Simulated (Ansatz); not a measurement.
`BC(=O)C=S` and `BC(=O)CCl` differ in one atom or group.

Ansatz, PBE0-D4/def2-TZVP geometries, multiplicity 1. Each molecule was computed in one conformer, which needn't be the lowest.

```
                                                                                  property  `BC(=O)C=S`
                                                     LUMO energy (ωB97M-V/def2-TZVPP) / eV        -1.40
                                          size of the dipole moment (B3LYP/def2-TZVPP) / D         2.11
                                                        LUMO energy (PBE0/def2-TZVPP) / eV        -3.59
                                            size of the dipole moment (PBE/def2-TZVPP) / D         1.95
                                                         HOMO energy (PBE/def2-TZVPP) / eV        -6.13
ideal-gas entropy at 298 K and 1 bar (rigid rotor, harmonic PBE0-D4/def2-TZVP) / J/(mol·K)          321
```

(1) What does the change do to each property? (Best estimate.)

Answers

(1) Ansatz gave: 
```
                                                                                  property  `BC(=O)CCl`  shift
                                                     LUMO energy (ωB97M-V/def2-TZVPP) / eV         0.94   2.34
                                          size of the dipole moment (B3LYP/def2-TZVPP) / D         2.65   0.54
                                                        LUMO energy (PBE0/def2-TZVPP) / eV        -1.05   2.54
                                            size of the dipole moment (PBE/def2-TZVPP) / D         2.63   0.68
                                                         HOMO energy (PBE/def2-TZVPP) / eV        -5.77   0.36
ideal-gas entropy at 298 K and 1 bar (rigid rotor, harmonic PBE0-D4/def2-TZVP) / J/(mol·K)          321      0
```

With PBE0 the HOMO rises by 0.13 eV and the LUMO rises by 2.54 eV, so the gap widens by about 2.41 eV. PBE moves the HOMO by 0.36 eV and ωB97M-V by 0.00 eV. The zero-point energy changes by 30.9 kJ/mol with +3 modes. Dipoles are sizes alone; their direction can turn.

B3LYP here is the variant with VWN-RPA as its local correlation; programs differ in this.
